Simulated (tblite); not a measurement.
**Question.** Give a GFN2-xTB geometry of `CN[C@@]12[CH-][CH]C[C@@H]1C2` [radical]. (Charge -1 and doublet state.)

**Answer.** 
```xyz
19
C7H11N angstrom
C      2.6048   -0.1799    0.0192
N      1.4089   -0.7279   -0.5873
C      0.1910   -0.0957   -0.0859
C     -0.1915    1.2571   -0.4952
C     -1.6104    1.4008   -0.2513
C     -2.2409    0.0293   -0.2639
C     -1.0792   -0.9018    0.0132
C     -0.2836   -0.6513    1.2707
H      3.4869   -0.6924   -0.3810
H      2.7325    0.9033   -0.1373
H      2.5535   -0.3589    1.0945
H      1.4416   -0.5589   -1.5919
H      0.4884    2.0935   -0.3178
H     -2.1627    2.2126   -0.7344
H     -3.0442   -0.0781    0.4954
H     -2.7162   -0.2572   -1.2345
H     -1.1390   -1.9269   -0.3434
H     -0.6837    0.0464    1.9928
H      0.2340   -1.5047    1.6954
```

Any rigid rotation of these coordinates is as good. Atoms count from 1 in this order. C4 (carbon bonded to 2 C and H) is pyramidal (angles 120.5°, 120.0° and 107.5°, sum 347.9°, 0.26 Å off the plane of its three neighbours). N2 (nitrogen bonded to 2 C and H) is pyramidal (angles 112.4°, 108.9° and 107.1°, sum 328.3°, 0.43 Å off the plane of its three neighbours). The 7 C–C bonds span 1.447 Å (C4–C5, drawn single) to 1.541 Å (C3–C8, drawn single), a spread of 0.094 Å. The 3-membered ring C3–C7–C8 has internal angles of 59.2° to 61.4°.

Bonds between heavy atoms (Å): C1–N2 1.448, N2–C3 1.461, C3–C4 1.464, C4–C5 1.447, C5–C6 1.510, C6–C7 1.514, C7–C8 1.509, C3–C7 1.508, C3–C8 1.541.

The geometry is computed with GFN2-xTB (gas phase). This method treats the open shell by occupation alone, without spin polarisation.

Point group: C1 (no symmetry element, even within 0.4 Å). Its GFN2-xTB frequencies are all real (lowest 86 cm⁻¹). Whether the extra electron is bound in the gas phase wasn't checked; a finite basis holds it in any case. Torsions: C1–N2–C3–C4 74°, N2–C3–C4–C5 159°, C3–C4–C5–C6 -24°, C4–C5–C6–C7 21°, C5–C6–C7–C8 56°.

On an Arm Neoverse N1 with one thread (shared host), this took 0.6 s of wall time. These figures are those of the optimisation.

One conformer stands for the species.
